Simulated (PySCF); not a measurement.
## How the method changes the constants of BI

State: ¹Σ⁺ (singlet), closed shell. Set-up: PySCF, spin-free X2C with a Gaussian nucleus, basis sets B x2c-SVPall, I x2c-SVPall. De refers to B + I in their high-spin ground configurations, without counterpoise correction. A positive dipole means B(−)I(+).

```csv
Level,Re (Å),ωe (cm⁻¹),De (eV),μ (D)
RHF,2.141,590,2.29,1.18
RHF-MP2,2.119,610,3.56,n/a
RHF-SCS-MP2,2.126,602,3.41,n/a
RHF-CCSD,2.135,595,3.36,n/a
RHF-CCSD(T),2.136,594,3.51,n/a
PBE,2.144,578,4.08,1.74
TPSS,2.146,574,3.83,1.65
r²SCAN,2.140,584,3.82,1.63
PBE0,2.127,597,3.81,1.62
HSE06,2.131,593,3.81,1.61
MN15,2.110,604,3.84,1.64
M06-2X,2.131,588,3.60,1.13
```

The bond length runs from 2.110 Å (MN15) to 2.146 Å (TPSS). De spans 2.29 eV (RHF, mean field) to 4.08 eV (PBE, GGA). Correlation at CCSD(T) changes the Hartree–Fock bond energy by +1.22 eV; the triples alone change it by +0.15 eV.

Correlated steps freeze 19 core orbitals. Correlated levels converge slowly with the basis: in double zeta they bind strong bonds too weakly, by up to about 1 eV, and carry superposition errors of some tenths. Spin–orbit coupling is left out, which matters for elements this heavy, above all for dissociation energies. Where the molecule has an RHF reference, its open-shell atoms are computed with UHF.

The whole job (state search and all levels along the bond) took about 1.4 min on 1 thread of Intel Xeon 6975P-C (shared host), peak memory 0.56 GiB.
